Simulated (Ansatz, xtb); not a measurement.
Relative energy of two isomers of BrH6NSSi2

We compare X, `S[SiH2]N[SiH2]Br`, a singlet, with Y, `[SiH3]N[Si@@H](S)Br`, a singlet. Both are isolated molecules in the gas phase, relaxed with r2SCAN-D4/def2-SVP; each stands in its lowest conformer found.

Question: Estimate E(Y) − E(X) at the level CCSD(T)/def2-SVP + ΔMP2/def2-TZVPP.

Answer: Too close to call at this level: CCSD(T)/def2-SVP + ΔMP2/def2-TZVPP gives E(Y) − E(X) = +0.56 kcal/mol.

How the difference moves with the method:

```json
{"level": "r2SCAN-D4/def2-SVP", "geometry": "r2SCAN-D4/def2-SVP", "E(Y) − E(X) (kcal/mol)": "+0.77", "departure from the last row (kcal/mol)": "+0.21", "job, with rough time for the two": "optimisation, 84 s"}
{"level": "HF/def2-SVP", "geometry": "r2SCAN-D4/def2-SVP", "E(Y) − E(X) (kcal/mol)": "+1.62", "departure from the last row (kcal/mol)": "+1.06", "job, with rough time for the two": "part of the CCSD(T) run"}
{"level": "MP2/def2-SVP", "geometry": "r2SCAN-D4/def2-SVP", "E(Y) − E(X) (kcal/mol)": "+0.47", "departure from the last row (kcal/mol)": "−0.09", "job, with rough time for the two": "part of the CCSD(T) run"}
{"level": "CCSD(T)/def2-SVP", "geometry": "r2SCAN-D4/def2-SVP", "E(Y) − E(X) (kcal/mol)": "+0.70", "departure from the last row (kcal/mol)": "+0.14", "job, with rough time for the two": "single point"}
{"level": "CCSD(T)/def2-SVP + ΔMP2/def2-TZVPP", "geometry": "r2SCAN-D4/def2-SVP", "E(Y) − E(X) (kcal/mol)": "+0.56", "departure from the last row (kcal/mol)": "", "job, with rough time for the two": "single point, 40 s"}
```

As drawn, both hold the same kinds of bond in the same numbers.

The largest departure from CCSD(T)/def2-SVP + ΔMP2/def2-TZVPP is that of HF/def2-SVP, 1.06 kcal/mol. Levels run at GFN2-xTB geometries aren't shown. The last row adds to CCSD(T) the change of the MP2 difference between the two basis sets, here −0.14 kcal/mol.

With thermal terms from frequencies at re-optimised GFN2-xTB minima (ideal gas, soft modes damped towards free rotors, one conformer each, 298.15 K, 1 atm): on the last row, ΔE + ΔZPE = +0.21, ΔH = +0.35, ΔG = +0.14 kcal/mol.

The correlated steps freeze 25 core orbitals; the filled d shell of Br is correlated, in a basis made for valence electrons. Mirror images aren't counted in ΔG. Codes used: Ansatz 0.2.0, xtb 6.7.1; the last row on 2 threads of Intel(R) Xeon(R) 6975P-C (Granite Rapids) on a shared host.
